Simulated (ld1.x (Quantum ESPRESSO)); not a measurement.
# What one change does to a pseudopotential (C, TM)

```json
{
  "Element": "C (Z = 6)",
  "Generator": "ld1.x (Quantum ESPRESSO) 7.5",
  "Type": "norm-conserving Troullier–Martins (Kleinman–Bylander form)",
  "Functional": "BP86",
  "Relativity": "non-relativistic",
  "Frozen core": "[He]",
  "Valence charge": "4",
  "Reference configuration": "2s2 2p2",
  "Partial waves": "2p (bound): rc 1.60 bohr; 3d channel at 0.45 Ry: rc 1.50 bohr; 2s (bound): rc 1.25 bohr",
  "Local potential": "the s channel",
  "Core correction": "none"
}
```

Change: all radii scaled by about 0.90 (s 1.12, p 1.44, d 1.36 bohr).

Cutoffs: the cutoffs (Ry, on a coarse ladder) from which the occupation-weighted sum of valence levels, in a spherical-Bessel basis at the reference potential, stays within 10 and 1 mRy of its value at 400 Ry; they do not see the model core or the augmentation charge, which bear on the density cutoff. Errors are all-electron minus pseudo energies relative to the spin-unpolarised reference configuration.

Q: What does the change do?

A: The potential gets harder (40 Ry and 80 Ry → 45 Ry and 90 Ry); of the 7 tests that both files solve, the error grows in 0 and shrinks in 5 by more than 15 % and 0.3 meV (median size 13.0 → 9.1 meV); neither file shows a bound ghost. A smaller radius makes the pseudo-wave follow the all-electron one further in, where it bends more sharply, so more plane waves are needed. Less of the atom is replaced, so other configurations are described better.

| quantity | base | changed |
| --- | --- | --- |
| cutoff, loose | 40 Ry | 45 Ry |
| cutoff, tight | 80 Ry | 90 Ry |
| loose cutoff by channel (10 mRy a level) | p 35 Ry, s 30 Ry | p 40 Ry, s 30 Ry |
| bound ghosts | none | none |
| error for 2s2 2p1, meV [ΔE 10.95 eV] | +13 | +9.1 |
| error for 2s2 2p0, meV [ΔE 35.15 eV] | +148 | +116 |
| error for 2s1 2p0, meV [ΔE 83.40 eV] | +319 | +269 |
| error for 2s2 2p1.5, meV [ΔE 4.01 eV] | +1.7 | +1.1 |
| error for 2s1 2p2, meV [ΔE 19.71 eV] | -4.3 | -0.1 |
| error for 2s0 2p4, meV [ΔE 16.96 eV] | +36 | +36 |
| error for 2s2 2p2.3, meV [ΔE -1.19 eV] | +0.2 | +0.1 |
